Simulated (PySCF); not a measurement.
B(Cl)(NHMe)(OH) (CH₅BClNO), SMILES B(Cl)(O)NC.

Geometry: B3LYP-D3(BJ)/def2-SVP. Other conformers were not sampled.

Level of theory: B3LYP-D3(BJ)/def2-SVP run with PySCF.

Frequencies are harmonic and unscaled.

Computed normal modes with their intensities:
```csv
mode,ν (cm⁻¹),IR (km/mol),moving atoms (share of kinetic energy)
1,64,1.2,H 96 %
2,131,0.2,"N 45 %, H 27 %, C 17 %"
3,226,2.1,"O 25 %, C 23 %, H 22 %, Cl 15 %, B 9 %"
4,337,4.7,"O 38 %, C 19 %, Cl 14 %, N 12 %, H 12 %"
5,409,107.3,H 87 %
6,430,5.1,"Cl 46 %, N 16 %, O 13 %, C 13 %, H 12 %"
7,575,3.6,"H 65 %, B 25 %, O 9 %"
8,595,103.5,"B 50 %, H 29 %, N 16 %"
9,695,51.9,"H 27 %, N 26 %, O 20 %, B 16 %, Cl 10 %"
10,937,108.9,"H 49 %, O 18 %, B 13 %, N 11 %, C 9 %"
11,1100,22.2,"H 42 %, N 19 %, B 18 %, C 17 %"
12,1105,75.2,"H 62 %, C 16 %, O 10 %"
13,1139,0.5,"H 75 %, C 19 %"
14,1219,206.9,"H 39 %, B 29 %, N 15 %, C 13 %"
15,1410,165.7,"H 45 %, B 39 %, O 10 %"
16,1458,4.0,H 97 %
17,1461,91.1,"H 76 %, C 16 %"
18,1486,17.6,"H 83 %, B 10 %"
19,1559,310.1,"H 34 %, N 34 %, B 28 %"
20,3003,62.9,H 97 %
21,3063,32.7,"H 90 %, C 10 %"
22,3100,34.5,"H 91 %, C 9 %"
23,3623,31.0,H 93 %
24,3859,39.4,H 94 %
```
